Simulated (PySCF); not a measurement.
Species: Nb(NMe)Me3, C4H12NNb (singlet state).
Bonds: Nb1–N2, Nb1–C7, Nb1–C11, Nb1–C15, N2–C3. Hydrogens: H4, H5, H6 on C3; H8, H9, H10 on C7; H12, H13, H14 on C11; H16, H17, H18 on C15.

Method: PBE0-D3(BJ)/def2-SVP geometry optimisation, gas phase, def2 core potentials past Kr in PySCF.

Problem. Give the optimised bond lengths and angles.

Solution. 
| bond | length (pm) |
| --- | --- |
| Nb1–N2 | 174.0 |
| Nb1–C7, Nb1–C11, Nb1–C15 | 215.8 |
| N2–C3 | 141.5 |
| C3–H4, C3–H5, C3–H6 | 110.5 |
| C7–H8 and 8 like bonds | 110.5 |

Bonds in one row agree within 1 pm and their mean is given. A selection of angles:
| angle | degrees |
| --- | --- |
| N2–Nb1–C7 | 105.0 |
| C7–Nb1–C11 | 113.6 |
| Nb1–N2–C3 | 179.9 |
| N2–C3–H4 | 111.3 |
| H4–C3–H5 | 107.6 |
| Nb1–C7–H8 | 109.3 |
| Nb1–C7–H9 | 113.2 |
| Nb1–C7–H10 | 110.6 |
| H8–C7–H9 | 108.3 |

All 3 C–Nb bonds measure 2.158 Å. Nb1 (niobium bonded to 3 C and N) is distorted tetrahedral (angles from 105.0° to 113.6°).

Point group: near C3v, missed by 0.33 Å at most; the miss may be what the optimiser left on a soft mode (C3 holds within 0.08 Å). No PBE0-D3(BJ)/def2-SVP frequencies stand behind this structure, so it isn't proved a minimum.
